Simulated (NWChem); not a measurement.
# CH₄Cl₂SSi; SMILES CS[SiH](Cl)Cl

```xyz
9

Si     0.0216    -0.3434     0.4612
Cl     1.9461    -0.3753    -0.2867
Cl    -0.9665    -2.0596    -0.0722
S     -1.0915     1.2563    -0.3630
C     -0.0238     2.6554     0.1230
H      0.1497    -0.2898     1.9383
H     -0.4755     3.5517    -0.3221
H      0.0082     2.7794     1.2144
H      0.9922     2.5301    -0.2756
```
Atoms are numbered in this order, from 1.

Computed with NWChem. The geometry was optimised at PBE0/def2-SVP. Level: PBE/def2-SVP with SMD (1 M gas to 1 M solution), gas-phase geometry. Reactions with the solvent are ignored.

| solvent | dielectric constant | solvation free energy (kcal/mol) | cavity-dispersion-structure term (kcal/mol) | dipole in solution (D) |
|---|---|---|---|---|
| water | 78.4 | -0.2 | 2.5 | 2.98 |
| cyclohexane | 2.02 | -3.8 | -2.6 | 2.54 |
| cyclohexanone | 15.6 | -4.2 | -1.6 | 2.92 |
| 1-octanol | 9.86 | -4.5 | -2.1 | 2.89 |
| 1,4-dioxane | 2.21 | -3.1 | -1.7 | 2.57 |
| toluene | 2.37 | -4.5 | -3.0 | 2.60 |
